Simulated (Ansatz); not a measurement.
Geometry optimisation of the cluster H9Au5⁺.

```yaml
crystal:
  periodic: [false, false, false]
  atoms:
    - {symbol: Au, position_ang: [4.986730, -1.843760, 0.209380]}
    - {symbol: Au, position_ang: [-2.331260, 0.785030, -0.492300]}
    - {symbol: Au, position_ang: [-4.722450, 1.724500, -1.146850]}
    - {symbol: Au, position_ang: [0.043350, -0.066840, 0.236240]}
    - {symbol: Au, position_ang: [2.472060, -0.865020, 0.984460]}
    - {symbol: H, position_ang: [-6.132260, 2.090160, -1.462710]}
    - {symbol: H, position_ang: [6.105230, -2.327650, -0.585540]}
    - {symbol: H, position_ang: [1.848930, -0.422210, 2.219820]}
    - {symbol: H, position_ang: [-3.383950, 1.066590, -1.538750]}
    - {symbol: H, position_ang: [1.404760, -0.662870, -0.152490]}
    - {symbol: H, position_ang: [3.375400, -1.408130, -0.209470]}
    - {symbol: H, position_ang: [-5.881160, 2.516550, -0.625290]}
    - {symbol: H, position_ang: [3.525380, -1.095780, 1.937240]}
    - {symbol: H, position_ang: [-1.310770, 0.509430, 0.626260]}
basis:
  gaussian: {orbitals: def2-SVP}
total_charge: 1
magnetization: {spin_polarized: true, initial_magnetization: 1}
hamiltonian: {xc: pbe, dispersion: d4}
scf: {lower_state_search: "off"}
output: {orbitals: {seedname: orbitals}}
relax: {f_tol: 0.02, max_steps: 100}
```

```sh
$ ansatz run in.yaml --threads 4 --pin off --events-out ev --progress --plain --max-ram 4787MiB
```

Shortened log:

```
Functional definition: PBE
mean field -18608.30944165 eV, -683.8427588156 hartree, gradient 4.7e-6 eV, S^2 0.752278; 0 other end points of the search recorded, 0 dependent functions left out
relax step   1: F+E_penalty+E_count = -18608.75889725 eV  Δ(F+E_penalty+E_count) = +0.000e0 eV  max|allowed force component| = 3.455e0 eV/Å  Δτ_max = 0.0000 Å  (21 SCF iters, accepted)
mean field -18611.33007508 eV, -683.9537650467 hartree, gradient 1.8e-6 eV, S^2 0.753320; 0 other end points of the search recorded, 0 dependent functions left out
relax step   2: F+E_penalty+E_count = -18611.76664630 eV  Δ(F+E_penalty+E_count) = -3.008e0 eV  max|allowed force component| = 1.312e0 eV/Å  Δτ_max = 0.1945 Å  (26 SCF iters, accepted)
mean field -18612.00884153 eV, -683.9787092537 hartree, gradient 3.0e-6 eV, S^2 0.753820; 0 other end points of the search recorded, 0 dependent functions left out
relax step   3: F+E_penalty+E_count = -18612.43714407 eV  Δ(F+E_penalty+E_count) = -6.705e-1 eV  max|allowed force component| = 7.727e-1 eV/Å  Δτ_max = 0.1949 Å  (25 SCF iters, accepted)
mean field -18612.15181700 eV, -683.9839635052 hartree, gradient 1.3e-6 eV, S^2 0.753430; 0 other end points of the search recorded, 0 dependent functions left out
relax step   4: F+E_penalty+E_count = -18612.57530304 eV  Δ(F+E_penalty+E_count) = -1.382e-1 eV  max|allowed force component| = 6.888e-1 eV/Å  Δτ_max = 0.1953 Å  (28 SCF iters, accepted)
mean field -18612.24148895 eV, -683.9872588887 hartree, gradient 1.1e-6 eV, S^2 0.752809; 0 other end points of the search recorded, 0 dependent functions left out
relax step   5: F+E_penalty+E_count = -18612.66192270 eV  Δ(F+E_penalty+E_count) = -8.662e-2 eV  max|allowed force component| = 3.168e-1 eV/Å  Δτ_max = 0.1952 Å  (28 SCF iters, accepted)
mean field -18612.30355288 eV, -683.9895396960 hartree, gradient 1.2e-6 eV, S^2 0.752487; 0 other end points of the search recorded, 0 dependent functions left out
relax step   6: F+E_penalty+E_count = -18612.72674679 eV  Δ(F+E_penalty+E_count) = -6.482e-2 eV  max|allowed force component| = 1.983e-1 eV/Å  Δτ_max = 0.2000 Å  (28 SCF iters, accepted)
mean field -18612.31728796 eV, -683.9900444507 hartree, gradient 1.4e-6 eV, S^2 0.752325; 0 other end points of the search recorded, 0 dependent functions left out
relax step   7: F+E_penalty+E_count = -18612.74085382 eV  Δ(F+E_penalty+E_count) = -1.411e-2 eV  max|allowed force component| = 3.098e-1 eV/Å  Δτ_max = 0.2000 Å  (26 SCF iters, accepted)
mean field -18612.33652107 eV, -683.9907512545 hartree, gradient 6.3e-6 eV, S^2 0.752411; 0 other end points of the search recorded, 0 dependent functions left out
relax step   8: F+E_penalty+E_count = -18612.76046072 eV  Δ(F+E_penalty+E_count) = -1.961e-2 eV  max|allowed force component| = 5.598e-2 eV/Å  Δτ_max = 0.1999 Å  (22 SCF iters, accepted)
mean field -18612.33621053 eV, -683.9907398425 hartree, gradient 3.0e-6 eV, S^2 0.752396; 0 other end points of the search recorded, 0 dependent functions left out
relax step   9: F+E_penalty+E_count = -18612.75989676 eV  Δ(F+E_penalty+E_count) = +5.640e-4 eV  max|allowed force component| = 6.017e-2 eV/Å  Δτ_max = 0.1182 Å  (21 SCF iters, rejected (line search))
mean field -18612.33959704 eV, -683.9908642943 hartree, gradient 2.6e-6 eV, S^2 0.752415; 0 other end points of the search recorded, 0 dependent functions left out
relax step  10: F+E_penalty+E_count = -18612.76339449 eV  Δ(F+E_penalty+E_count) = -2.934e-3 eV  max|allowed force component| = 1.596e-2 eV/Å  Δτ_max = 0.0454 Å  (20 SCF iters, accepted)
mean field -18612.33958109 eV, -683.9908637082 hartree, gradient 2.9e-6 eV, S^2 0.752406; 0 other end points of the search recorded, 0 dependent functions left out
relax step  11: F+E_penalty+E_count = -18612.76329481 eV  Δ(F+E_penalty+E_count) = +9.967e-5 eV  max|allowed force component| = 9.212e-2 eV/Å  Δτ_max = 0.0205 Å  (21 SCF iters, rejected (line search))
mean field -18612.33978809 eV, -683.9908713152 hartree, gradient 1.8e-6 eV, S^2 0.752413; 0 other end points of the search recorded, 0 dependent functions left out
relax step  12: F+E_penalty+E_count = -18612.76351145 eV  Δ(F+E_penalty+E_count) = -1.170e-4 eV  max|allowed force component| = 4.342e-2 eV/Å  Δτ_max = 0.0100 Å  (22 SCF iters, accepted)
mean field -18612.34028096 eV, -683.9908894278 hartree, gradient 1.6e-6 eV, S^2 0.752431; 0 other end points of the search recorded, 0 dependent functions left out
relax step  13: F+E_penalty+E_count = -18612.76349740 eV  Δ(F+E_penalty+E_count) = +1.405e-5 eV  max|allowed force component| = 2.882e-2 eV/Å  Δτ_max = 0.0439 Å  (21 SCF iters, rejected (line search))
mean field -18612.34014664 eV, -683.9908844917 hartree, gradient 1.9e-6 eV, S^2 0.752415; 0 other end points of the search recorded, 0 dependent functions left out
relax step  14: F+E_penalty+E_count = -18612.76375671 eV  Δ(F+E_penalty+E_count) = -2.453e-4 eV  max|allowed force component| = 6.843e-3 eV/Å  Δτ_max = 0.0209 Å  (21 SCF iters, accepted)
mean field -18612.34027077 eV, -683.9908890536 hartree, gradient 2.7e-6 eV, S^2 0.752419; 0 other end points of the search recorded, 0 dependent functions left out
relax step  15: F+E_penalty+E_count = -18612.76377943 eV  Δ(F+E_penalty+E_count) = -2.271e-5 eV  max|allowed force component| = 2.137e-2 eV/Å  Δτ_max = 0.0242 Å  (20 SCF iters, accepted)
mean field -18612.34047501 eV, -683.9908965592 hartree, gradient 2.3e-6 eV, S^2 0.752420; 0 other end points of the search recorded, 0 dependent functions left out
relax step  16: F+E_penalty+E_count = -18612.76392213 eV  Δ(F+E_penalty+E_count) = -1.427e-4 eV  max|allowed force component| = 1.302e-2 eV/Å  Δτ_max = 0.0181 Å  (21 SCF iters, accepted)
Total energy: -18612.76399954 eV, -684.0064607985 hartree
Atom 0 at     5.222228    -1.930540     0.643743 Å, force    -0.001216    -0.002136    -0.006145 eV/Å
Atom 1 at    -2.414960     0.892730    -0.259288 Å, force    -0.001702     0.002043    -0.008323 eV/Å
Atom 2 at    -4.834824     1.760737    -1.232226 Å, force    -0.006112    -0.001772     0.000992 eV/Å
Atom 3 at     0.062027    -0.008110     0.447640 Å, force    -0.000178     0.003161     0.001778 eV/Å
Atom 4 at     2.624209    -0.956447     0.675992 Å, force    -0.002199    -0.002101     0.005124 eV/Å
Atom 5 at    -6.605800     2.022433    -0.974469 Å, force     0.009389     0.013000    -0.000850 eV/Å
Atom 6 at     6.457534    -2.475671    -0.212123 Å, force    -0.000279     0.000467     0.003763 eV/Å
Atom 7 at     1.378213    -0.381333     1.715915 Å, force     0.000021    -0.001494    -0.003118 eV/Å
Atom 8 at    -3.358581     1.136503    -1.737441 Å, force     0.006072    -0.002093     0.003569 eV/Å
Atom 9 at     1.439563    -0.636336    -0.549146 Å, force    -0.002085     0.002925    -0.000078 eV/Å
Atom 10 at     3.919562    -1.554879    -0.431358 Å, force    -0.001016     0.000805    -0.000435 eV/Å
Atom 11 at    -6.298628     2.805580    -1.042696 Å, force    -0.003570    -0.013024     0.001928 eV/Å
Atom 12 at     3.820594    -1.292154     1.830672 Å, force    -0.001546     0.003440    -0.000085 eV/Å
Atom 13 at    -1.411147     0.617485     1.124785 Å, force     0.004420    -0.003222     0.001878 eV/Å
Dipole moment:    -1.283336     0.485684    -0.177921 e Å
Checks for a lower state left out: stability, starts, cluster_reference, orbital_swaps, neighbouring_geometries, increment
```

Hardware: 4 threads of Arm Neoverse V2 on a shared host. Wall time 70 s.

In the def2 sets Au takes a core potential; there is no spin–orbit coupling. In the doublet, H6 and H12 lie 0.84 Å apart (atoms count from 1), so H2 has formed as a molecule. The structure comes from a short search, and lower isomers may exist.
